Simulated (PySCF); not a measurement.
**Running PySCF for I2Sb⁺**

The script input.py:

```python
from pyscf import gto, dft

mol = gto.M(
    atom='Sb 0 0 -1.0817; I 2.0036 0 0.5157; I -2.0036 0 0.5157',
    basis='lanl2dz',
    ecp={'Sb': 'lanl2dz', 'I': 'lanl2dz'},
    charge=1,
    spin=0,
    verbose=4,
)
mf = dft.RKS(mol, xc='pbe')
mf.kernel()
mf.stability(internal=True, external=True)
mf.dip_moment()
print('orbital energies (hartree):', mf.mo_energy[..., max(0, mol.nelec[1]-3):mol.nelec[0]+3].round(4))
```

```bash
$ OMP_NUM_THREADS=1 python input.py
```

The log (some set-up lines and the per-cycle HOMO/LUMO lines with their warnings removed):

```
PySCF version 2.14.0

[INPUT] Symbol           X                Y                Z      unit          X                Y                Z       unit  Magmom
[INPUT]  1 Sb     0.000000000000   0.000000000000  -1.081700000000 AA    0.000000000000   0.000000000000  -2.044116748942 Bohr   0.0
[INPUT]  2 I      2.003600000000   0.000000000000   0.515700000000 AA    3.786255263179   0.000000000000   0.974531762438 Bohr   0.0
[INPUT]  3 I     -2.003600000000   0.000000000000   0.515700000000 AA   -3.786255263179   0.000000000000   0.974531762438 Bohr   0.0

nuclear repulsion = 20.9266834486174
number of shells = 12
number of NR pGTOs = 36
number of NR cGTOs = 24
basis = lanl2dz
ecp = {'Sb': 'lanl2dz', 'I': 'lanl2dz'}

******** <class 'pyscf.dft.rks.RKS'> ********
method = RKS
initial guess = minao
damping factor = 0
level_shift factor = 0
DIIS = <class 'pyscf.scf.diis.CDIIS'>
SCF conv_tol = 1e-09
SCF max_cycles = 50
XC functionals = pbe

grids dens level: 3
Initial guess from minao.
tot grids = 65880
init E= -16.3602700211589
cycle= 1 E= -27.5974689952784  delta_E= -11.2  |g|= 0.783  |ddm|= 5.94
cycle= 2 E= -27.8416599953805  delta_E= -0.244  |g|= 0.396  |ddm|= 2.73
cycle= 3 E= -27.7881345096445  delta_E= 0.0535  |g|= 0.49  |ddm|= 1.26
cycle= 4 E= -27.9299252443102  delta_E= -0.142  |g|= 0.0209  |ddm|= 0.693
cycle= 5 E= -27.9302060161252  delta_E= -0.000281  |g|= 0.00247  |ddm|= 0.0466
cycle= 6 E= -27.9302111120918  delta_E= -5.1e-06  |g|= 0.000381  |ddm|= 0.00917
cycle= 7 E= -27.9302112031346  delta_E= -9.1e-08  |g|= 3.57e-05  |ddm|= 0.000617
cycle= 8 E= -27.9302112040082  delta_E= -8.74e-10  |g|= 1.67e-06  |ddm|= 5.88e-05
Extra cycle  E= -27.9302112039957  delta_E= 1.25e-11  |g|= 4.87e-06  |ddm|= 8.98e-06
converged SCF energy = -27.9302112039957
rhf_internal: lowest eigs of H = [0.29166307 0.33215081 0.5172302 ]
<class 'pyscf.dft.rks.RKS'> wavefunction is stable in the internal stability analysis
rhf_real2complex: lowest eigs of H = [0.06270045 0.06492491 0.07822713]
<class 'pyscf.dft.rks.RKS'> wavefunction is stable in the real -> complex stability analysis
rhf_external: lowest eigs of H = [0.04948985 0.05469189 0.05724696]
<class 'pyscf.dft.rks.RKS'> wavefunction is stable in the RHF/RKS -> UHF/UKS stability analysis

WARN: System has nonzero charge 1; the dipole moment is origin-dependent.
Location of origin: [0. 0. 0.]

Dipole moment(X, Y, Z, Debye):  0.00000, -0.00000, -1.78593
orbital energies (hartree): [-0.4624 -0.4491 -0.4469 -0.3842 -0.2987 -0.2802]
```

In short: E(SCF) = -27.930211 Eh, 8 cycles, internal stable; real -> complex stable; RHF/RKS -> UHF/UKS stable.

Run time: 8.8 s on 1 thread of Arm Neoverse N1 (shared host), peak memory 0.26 GiB.

The dipole of an ion depends on the origin.
